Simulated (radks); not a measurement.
Bi29+, configuration [Kr] 4d10 4f8. All-electron calculation, scalar-relativistic Kohn-Sham, SCAN, spin-polarised, spherical densities, finite nucleus; open shells are filled with parallel spins first (spin-orbit coupling, left out, can overturn this in heavy ions); meta-GGA in the generalised Kohn-Sham scheme; Fermi nuclear charge, rms radius 5.5211 fm. Program: a radial shooting solver on a logarithmic mesh with Libxc functionals.

Unscreened Slater integrals over Kohn-Sham orbitals (cm^-1). They are taken over the spin-up orbitals.

F0(4f,4f): 518630
F2(4f,4f): 272200
F4(4f,4f): 176970
F6(4f,4f): 129260
F0(4f,4d): 504220
F2(4f,4d): 252790
F4(4f,4d): 164530
G1(4f,4d): 272370
G3(4f,4d): 183570
G5(4f,4d): 133580
F0(4f,4p): 510180
F2(4f,4p): 259610
G2(4f,4p): 215380
G4(4f,4p): 155330
F0(4d,4d): 498100
F2(4d,4d): 254870
F4(4d,4d): 172740
F0(4d,4p): 503160
F2(4d,4p): 259230
G1(4d,4p): 325540
G3(4d,4p): 207060
F0(4p,4p): 509420
F2(4p,4p): 266680

Derived for the open shells (J is the average intra-shell exchange parameter used in DFT+U). 4f: F4/F2 = 0.650, F6/F2 = 0.475, J = (286 F2 + 195 F4 + 250 F6)/6435 = 22480 cm^-1.
